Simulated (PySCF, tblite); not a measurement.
A database entry of computed molecular properties. Lists by class give the value and the number of equivalent atoms.

```json
{
 "formula": "C7H11NOSi",
 "smiles": "C=C[C@@](C=O)(C[SiH3])CC#N",
 "inchi": "InChI=1S/C7H11NOSi/c1-2-7(5-9,6-10)3-4-8/h2,5H,1,3,6H2,10H3/t7-/m1/s1",
 "charge": 0,
 "multiplicity": 1,
 "geometry_level": "GFN2-xTB",
 "atoms_angstrom": [
  ["C", 2.218, 0.805, 0.653],
  ["C", 1.605, -0.07, -0.123],
  ["C", 0.183, -0.558, 0.035],
  ["C", 0.372, -1.76, 0.95],
  ["O", 0.459, -2.898, 0.589],
  ["C", -0.762, 0.449, 0.691],
  ["Si", -1.108, 2.022, -0.333],
  ["C", -0.342, -1.035, -1.333],
  ["C", -1.739, -1.38, -1.277],
  ["N", -2.849, -1.647, -1.227],
  ["H", 3.246, 1.074, 0.48],
  ["H", 1.733, 1.304, 1.474],
  ["H", 2.152, -0.552, -0.924],
  ["H", 0.475, -1.479, 2.015],
  ["H", -0.364, 0.724, 1.668],
  ["H", -1.713, -0.054, 0.884],
  ["H", 0.147, 2.53, -0.891],
  ["H", -2.037, 1.712, -1.419],
  ["H", -1.695, 3.008, 0.572],
  ["H", 0.212, -1.928, -1.639],
  ["H", -0.205, -0.251, -2.083]
 ],
 "electronic_structure_code": "PySCF",
 "results": {
  "GFN2-xTB geometry": {
   "point_group": "C1",
   "rotational_constants_GHz": [1.219, 1.121, 0.686]
  },
  "PBE0/pcSseg-1 ground state and GIAO shieldings, non-relativistic": {
   "dipole_D": 5.06,
   "homo_eV": -7.67,
   "lumo_eV": -1.46,
   "shift_vs_computed_TMS_C_by_class_ppm": [
    [201.2, 1],
    [142.4, 1],
    [129.4, 1],
    [122.2, 1],
    [55.1, 1],
    [21.4, 1],
    [10.8, 1]
   ],
   "shift_vs_computed_TMS_H_by_class_ppm": [
    [9.11, 1],
    [5.9, 1],
    [5.49, 1],
    [5.36, 1],
    [4.0, 3],
    [3.44, 1],
    [2.05, 1],
    [1.64, 1],
    [1.35, 1]
   ],
   "shielding_other_nuclei_by_class_ppm": [
    ["N", -35.8, 1],
    ["O", -302.9, 1],
    ["Si", 430.1, 1]
   ],
   "charges_hirshfeld_e_by_atom": [-0.08, -0.03, 0.01, 0.14, -0.2, -0.16, 0.31, -0.05, 0.09, -0.22, 0.06, 0.05, 0.05, 0.04, 0.04, 0.04, -0.08, -0.07, -0.07, 0.06, 0.06]
  },
  "GFN2-xTB harmonic vibrations, gas phase": {
   "strongest_ir_bands_cm-1_km_per_mol_modes": [
    [788.7, 208.3, 1],
    [796.6, 373.1, 1],
    [1785.5, 342.9, 1],
    [2261.0, 268.2, 1],
    [2284.7, 208.8, 1],
    [2288.7, 320.1, 1]
   ],
   "zpe_kcal_per_mol": 97.4
  }
 }
}
```

The zero-point energy, half the sum of the 57 harmonic wavenumbers, equals 34050 cm⁻¹ or 407 kJ/mol. The dipole equals about 16.9 × 10⁻³⁰ C·m (1 D = 3.33564 × 10⁻³⁰ C·m).

 NMR classes are plain means over equivalent atoms (diastereotopic ones count apart unless rotation or inversion swaps them), as if these changed places fast; in this geometry the members of some classes differ.

Conformer computed: `[CH2:1]=[CH:2][C@@:3]([CH:4]=[O:5])([CH2:6][SiH3:7])[CH2:8][C:9]#[N:10]`: C1–C2–C3–C4 -90°, C2–C3–C4–O5 -97°, C2–C3–C6–Si7 67°, C2–C3–C8–C9 -174°.

One conformer stands for the species.
